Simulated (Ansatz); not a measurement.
Isomers of C3H9GaO (singlet), relaxed with r2SCAN-D4/def2-SVP; total energies from Ansatz at CAM-B3LYP-D4/def2-TZVP.

```
isomer            description  energy (Eh)
     A  Ga(OCMe2)H3 (C3H9GaO)  -2119.90954
     B   GaH2(OiPr) (C₃H₉GaO)  -2119.93098
     C   GaMe2(OMe) (C₃H₉GaO)  -2119.94660
```

Work out the relative energies (1 Eh = 2625.5 kJ/mol) and the Boltzmann populations at 500 K from electronic energies alone (R = 8.314 J/mol/K).

ΔE: A 97.3, B 41.0, C 0.0 kJ/mol. RT = 4.16 kJ/mol. Factors exp(−ΔE/RT): A 6.95e-11, B 5.24e-05, C 1; sum 1.000. Populations: A 0.0 %, B 0.0 %, C 100.0 %. Zero-point energy, vibrational entropy and symmetry numbers are left out and can shift these; an error of 4 kJ/mol changes a ratio by a factor of 2.6. Over the other density-functional and correlated levels in def2 sets, the gap between C and B ranges from 23 to 54 kJ/mol.
